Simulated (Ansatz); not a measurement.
The Ge1–H4 bond of GeH4O2 (SMILES [OH][GeH2][OH]) is stretched (multiplicity 1, the rest rigid).
Geometry at rest (charge 0, multiplicity 1):
```xyz
7

Ge     0.339    -0.066     0.008
O     -0.429     1.433     0.605
O     -0.907    -1.174    -0.635
H      1.027    -0.638     1.253
H      1.244     0.198    -1.202
H     -0.883     1.924    -0.088
H     -1.541    -1.454     0.033
```

Frozen-core correlation. Filled d and f shells under p-block atoms count as core.

Run with Ansatz (a first-principles code) with Gaussian orbitals. Each number belongs to the level named beside it.

Energies above the point at 1.534 Å (the B3LYP-D3(BJ) bond length), FIC-MRCISD+Q on CASSCF(2,2)/cc-pVTZ (kcal/mol): 6.16 at 1.380 Å; 3.78 at 1.687 Å; 90.74 at 4.908 Å.

**Question.** Take the last value as the depth D of a Morse curve D(1 − e^(−a(R − R₀)))², fit a and R₀ to the two near points, and test it at 2.071 and 2.684 Å.

**Answer.** 
With D = 90.7, both near points (counted from the curve's value at 1.534 Å) are met by a = 1.50 Å⁻¹ and R₀ = 1.535 Å, so k = 2Da² = 408 kcal/(mol Å²). The curve then gives 27.7 and 61.3 kcal/mol; the level itself gives 28.8 and 66.6, so Morse is off by -1.1 and -5.4.
